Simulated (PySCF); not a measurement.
Input file for PySCF: D3(BJ) and D4 dispersion corrections on AlClH3N (SMILES [NH2][AlH][Cl]), a point of a torsion scan.

```python
from pyscf import gto
from pyscf.dispersion import dftd3, dftd4

mol = gto.M(
    atom='''
    N    -0.99184098   -0.16850775   -0.02484644
    Al    0.70789211    0.34839974   -0.02484984
    Cl    1.34993921    2.27215790    0.00061724
    H    -1.43973272   -0.74562505    0.67451830
    H    -1.71098377    0.11731077   -0.67911699
    H     1.77300829   -0.73877494   -0.03115909
    ''',
    basis='def2-svp',
    charge=0, spin=0, verbose=0, max_memory=1800)
d3, d4 = {}, {}
for xc in ['hf', 'pbe', 'blyp', 'revpbe', 'tpss', 'r2scan', 'b3lyp', 'pbe0', 'bhlyp', 'camb3lyp', 'b2plyp']:
    d3[xc] = float(dftd3.DFTD3Dispersion(mol, xc=xc, version='d3bj', atm=False).get_dispersion()['energy'])
    print(f'D3(BJ) {xc:10s} {d3[xc]:14.8f} Eh')
for xc in ['hf', 'pbe', 'blyp', 'revpbe', 'tpss', 'r2scan', 'b3lyp', 'pbe0', 'bhlyp', 'camb3lyp', 'b2plyp']:
    d4[xc] = float(dftd4.DFTD4Dispersion(mol, xc={'camb3lyp': 'cam-b3lyp'}.get(xc, xc), atm=True).get_dispersion()['energy'])
    print(f'D4     {xc:10s} {d4[xc]:14.8f} Eh')
```

Program output:

```
D3(BJ) hf            -0.03124217 Eh
D3(BJ) pbe           -0.00355059 Eh
D3(BJ) blyp          -0.00800865 Eh
D3(BJ) revpbe        -0.00852605 Eh
D3(BJ) tpss          -0.00460887 Eh
D3(BJ) r2scan        -0.00098504 Eh
D3(BJ) b3lyp         -0.00666383 Eh
D3(BJ) pbe0          -0.00321200 Eh
D3(BJ) bhlyp         -0.00570113 Eh
D3(BJ) camb3lyp      -0.00314010 Eh
D3(BJ) b2plyp        -0.00335662 Eh
D4     hf            -0.01203363 Eh
D4     pbe           -0.00359343 Eh
D4     blyp          -0.00778771 Eh
D4     revpbe        -0.00985676 Eh
D4     tpss          -0.00482554 Eh
D4     r2scan        -0.00082892 Eh
D4     b3lyp         -0.00585670 Eh
D4     pbe0          -0.00304343 Eh
D4     bhlyp         -0.00487491 Eh
D4     camb3lyp      -0.00312662 Eh
D4     b2plyp        -0.00249057 Eh
```

The run finished.

Cost: roughly 0.020 core-seconds.
